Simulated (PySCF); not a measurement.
Ions at one geometry of YSF

PySCF 2.14.0, RKS PBE0, Y def2-SVP with ECP28, S def2-SVP, F def2-SVP; non-relativistic Hamiltonian with scalar-relativistic core potentials where named; density fitting; no spin-orbit coupling; singlets restricted, open shells unrestricted. The geometry is relaxed for charge 0, singlet, vacuum:

```xyz
3

Y    -0.2499    0.0000   -0.4823
S     1.7341    0.0000    0.6887
F    -1.9245    0.0000    0.5874
```

Energies count from the relaxed state; an electron taken off or put on is at rest in vacuum. Charges and spins are Mulliken's.

```csv
state,energy (eV),spin squared,charge on Y1 (e),spin on Y1 (e),dipole about the centre of mass (D)
"charge 0, singlet, vacuum",0.00,0.00,0.76,0.00,8.03
"charge +1, doublet, vacuum",8.10,0.75,1.28,0.03,6.07
```

What does the state charge -1, doublet, vacuum give?

energy (eV) -1.44, spin squared 0.75, charge on Y1 (e) -0.08, spin on Y1 (e) 1.03, dipole about the centre of mass (D) 3.07.

With an electron taken off (doublet) the charges change, summed by element, by Y +0.53 e, S +0.40 e, F +0.07 e. The vertical ionisation energy is 8.10 eV, against −ε(HOMO) = 5.96 eV of the relaxed state. The level lies 2.1 eV too high, as is usual for semilocal functionals and global hybrids, which keep a self-interaction error.

With an electron put on (doublet) the charges change, summed by element, by Y -0.84 e, S -0.13 e, F -0.03 e. The vertical electron affinity is 1.44 eV, against −ε(LUMO) = 2.72 eV of the relaxed state. The basis has no diffuse functions, which an added electron needs.

Open shells may have lower solutions than those found.
